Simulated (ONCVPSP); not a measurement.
## Potentials for V (Z = 23) compared

Generated with ld1.x 7.5 (TM, RRKJ, ultrasoft, PAW), atompaw 4.2 or ONCVPSP 4.0.1. The cutoff is in Ry: for ld1.x and atompaw files where the sum of valence levels is converged to 10 mRy in a Bessel basis, for ONCV files where the hardest occupied wave has 1 mHa per electron of residual kinetic energy. The error is the largest all-electron minus pseudo excitation energy over each file’s own four to seven test configurations (ionisations up to +4, promotions, holes and added fractions of an electron), all of which were solved. The labels leave out finer settings (local radius, basis sizes, second energies), which also bear on the numbers. Spin-polarised tests are not counted. The rows are a selection from randomly drawn settings: files with unsolved tests, undetermined cutoffs or missed reference levels are left out.

| potential | cutoff (Ry) | largest error (meV) | bound ghosts |
| --- | --- | --- | --- |
| ONCV, LDA (Perdew-Zunger), scalar-relativistic, rc 1.70/1.60/1.35 (spd), local smoothed, core correction yes, reference 3s2 3p6 3d3 4s2, qcut 6.9/8.7/11.7, projectors 2/2/1 | 96 | -2.5 | none |
| ONCV, LDA (Perdew-Wang 92), scalar-relativistic, rc 2.70/1.40/2.58 (spd), local smoothed, core correction yes, reference 3p6 3d3 4s2, qcut 2.4/8.7/8.9, projectors 2/2/2 | 47 | -232 | none |
| ONCV, PBE, scalar-relativistic, rc 1.85/1.65/2.00 (spd), local smoothed, core correction no, reference 3s2 3p6 3d3 4s2, qcut 6/8.1/9.3, projectors 2/1/1 | 56 | +33 | none |
| ONCV, PBEsol, scalar-relativistic, rc 1.65/1.45/2.30 (spd), local smoothed, core correction no, reference 3s2 3p6 3d3 4s1.75, qcut 6.3/8.1/5.6, projectors 2/1/2 | 46 | +237 | none |
| ONCV, PW91, scalar-relativistic, rc 1.85/1.25/2.30/2.05 (spdf), local smoothed, core correction yes, reference 3s2 3p6 3d3 4s2, qcut 6.4/13.1/6.6/4.7, projectors 2/3/1/2 | 70 | +152 | none |

Task: Fill in the row for V: ONCV, PBEsol, scalar-relativistic, rc 1.50/1.50/1.55 (spd), local smoothed, core correction yes, reference 3s2 3p6 3d3 4s2, qcut 10.3/8/8.6, projectors 3/2/2.

Result: cutoff 69 Ry, largest error +29 meV, bound ghosts: none.
